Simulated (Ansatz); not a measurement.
Relaxation of CH5BFGa (9 atoms, charge 0, multiplicity 1), to a largest force component of 0.015 eV/Å in at most 40 steps.

These are results of RKS PBE0-D4/def2-SVP in Ansatz, not measurements.

```xyz
9
Properties=species:S:1:pos:R:3:forces:R:3
B -0.618 1.060 0.370 -0.49 1.83 -1.10
C 0.436 0.372 -0.513 -1.57 0.91 -2.47
F 1.585 0.302 0.192 2.81 -0.44 1.89
Ga 0.285 -1.612 -0.057 4.96 0.44 -7.30
H -1.103 2.137 -0.009 -0.16 -0.71 -0.03
H -0.950 0.697 1.423 -0.05 -0.43 1.17
H 0.641 0.945 -1.446 -0.03 -0.60 0.12
H -0.503 -1.351 0.821 -7.87 1.22 8.59
H 1.340 -2.526 -0.150 2.39 -2.22 -0.86
```

Problem. Where does it end, and by what steps?

Solution. The forces met the threshold. After 23 steps the energy has fallen by 3.467 eV; H9 moved furthest, 1.73 Å. The start is strongly strained (largest force component 9 eV/Å). Joined: B1–Ga4.

```tsv
step	energy less start (eV)	largest force component (eV/Å)	accepted
0	0.0000	8.589	yes
1	-1.8705	3.214	yes
2	-2.5476	0.685	yes
3	-2.8728	0.659	yes
4	-3.0679	0.608	yes
5	-3.1738	1.083	yes
6	-3.3009	0.304	yes
7	-3.3514	0.164	yes
8	-3.3562	0.697	yes
9	-3.3720	0.211	yes
10	-3.3757	0.122	yes
11	-3.3828	0.110	yes
12	-3.3874	0.063	yes
13	-3.3978	0.197	yes
14	-3.4013	0.441	yes
15	-3.4107	0.377	yes
16	-3.4259	0.176	yes
17	-3.4389	0.553	yes
18	-3.4570	0.189	yes
19	-3.4609	0.224	yes
20	-3.4662	0.064	yes
21	-3.4668	0.066	yes
22	-3.4672	0.028	yes
23	-3.4672	0.011	yes
```

```xyz
9
Properties=species:S:1:pos:R:3
B -0.428 0.949 0.318
C 0.954 0.757 -0.140
F 2.027 1.022 0.627
Ga -0.109 -1.216 0.051
H -1.272 0.490 -0.477
H -0.777 1.319 1.408
H 1.263 0.545 -1.175
H -0.728 -1.893 1.317
H 0.182 -1.948 -1.299
```

Whether the end is a true minimum wasn't checked by a vibrational analysis.

Time of the run: 74 s on 2 threads of Arm Neoverse V1, with other jobs on the host, peak memory 0.22 GiB.
